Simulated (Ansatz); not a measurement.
Reaction: C2H5N (N-methylmethanimine, SMILES C=NC) + H+ → C2H6N+ (SMILES [NH+](C)=C)
Each species at its own B3LYP-D3(BJ)/def2-TZVP minimum (Ansatz, a program for electronic structure).

Quantity: proton affinity (electronic), positive where energy is released, in kcal/mol. Open shells are spin-unrestricted; no spin-orbit coupling. Correlated methods leave the cores frozen. Rows without X2C or -DK are non-relativistic. CBS(X,Y): correlation extrapolated as X^-3, Hartree-Fock from the larger set. A bracket is a step between two methods taken in the basis named. The functionals are non-relativistic, so their misses hold any scalar relativity. 'core' is core correlation in cc-pwCVTZ, 'X2C' scalar relativity in cc-pVTZ-DK, both at CCSD(T).

Compared with CCSD(T)/CBS(cc-pVTZ,cc-pVQZ) + [CCSDT(Q) - CCSD(T)]/cc-pVDZ + core + X2C (Ansatz): 223.2 kcal/mol.

Costs are rough ratios of core time, to one figure, on one kind of shared machine, summed over the single points of the molecules; atoms, geometries and frequencies are left out. The first row took roughly 7 core seconds; short runs hold start-up time.

```
level               program  cost relative to the first row  difference (kcal/mol)
------------------  -------  ------------------------------  ---------------------
PBE/def2-TZVPD       Ansatz                               1                   -2.1
PBE0/def2-TZVPD      Ansatz                               1                    0.5
CCSD(T)/cc-pVDZ      Ansatz                               1                    3.5
wB97X-V/def2-TZVPD   Ansatz                               3                    1.0
wB97M-V/def2-TZVPD   Ansatz                               3                   -2.9
CCSD(T)/cc-pVTZ      Ansatz                               7                    1.6
CCSDT(Q)/cc-pVDZ     Ansatz                              70                    3.4
```

The dearest row costs roughly 70 times the first. Costs within a factor of two don't rank. The table holds for this case alone.
